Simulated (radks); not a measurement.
All-electron atom: Pm4+ in [Kr] 4d10 4f5 5s2 5p4 (not the ground configuration).

Calculated with a radial shooting solver on a logarithmic mesh with Libxc functionals: Dirac Kohn-Sham, LDA (Slater exchange, Perdew-Wang correlation), spin-unpolarised, spherical densities, point nucleus; open shells fill j = l - 1/2 first.

Energy parts (eV):
total: -272549.93
kinetic: 294686.21
electron-nucleus: -664806.14
Hartree: 103592.56
exchange-correlation: -6022.57

Orbitals (lengths in bohr, moments of r in powers of bohr):
| orbital | occ. | eigenvalue (eV) | <r> | <1/r> |
|---|---|---|---|---|
| 1s1/2 | 2 | -44978.43 | 0.02319 | 67.38 |
| 2s1/2 | 2 | -7344.656 | 0.09852 | 15.98 |
| 2p1/2 | 2 | -6960.162 | 0.08247 | 15.97 |
| 2p3/2 | 4 | -6400.541 | 0.08899 | 14.29 |
| 3s1/2 | 2 | -1632.184 | 0.2604 | 5.797 |
| 3p1/2 | 2 | -1467.021 | 0.2500 | 5.715 |
| 3p3/2 | 4 | -1354.529 | 0.2626 | 5.293 |
| 3d3/2 | 4 | -1066.517 | 0.2340 | 5.168 |
| 3d5/2 | 6 | -1042.107 | 0.2379 | 5.062 |
| 4s1/2 | 2 | -356.2480 | 0.5935 | 2.415 |
| 4p1/2 | 2 | -293.4500 | 0.6086 | 2.310 |
| 4p3/2 | 4 | -268.7928 | 0.6376 | 2.167 |
| 4d3/2 | 4 | -165.3525 | 0.6833 | 1.946 |
| 4d5/2 | 6 | -160.9752 | 0.6936 | 1.911 |
| 4f5/2 | 5 | -42.3677 | 0.9519 | 1.370 |
| 4f7/2 | 0 | -41.8619 | 0.9617 | 1.357 |
| 5s1/2 | 2 | -81.1871 | 1.401 | 0.9510 |
| 5p1/2 | 2 | -63.4736 | 1.544 | 0.8533 |
| 5p3/2 | 2 | -59.6856 | 1.617 | 0.8078 |
| 5d3/2 | 0 | -35.2957 | 2.085 | 0.6140 |
| 5d5/2 | 0 | -34.8445 | 2.110 | 0.6057 |
| 6s1/2 | 0 | -29.9861 | 2.992 | 0.4369 |

The highest occupied level is 4f5/2 at -42.368 eV. The density falls to 0.001 e/bohr^3 at r = 3.20 bohr. Summed over all electrons, <r^2> = 31.80 bohr^2, which gives a Langevin (diamagnetic) susceptibility term of -25.2 x 10^-6 cm^3/mol.
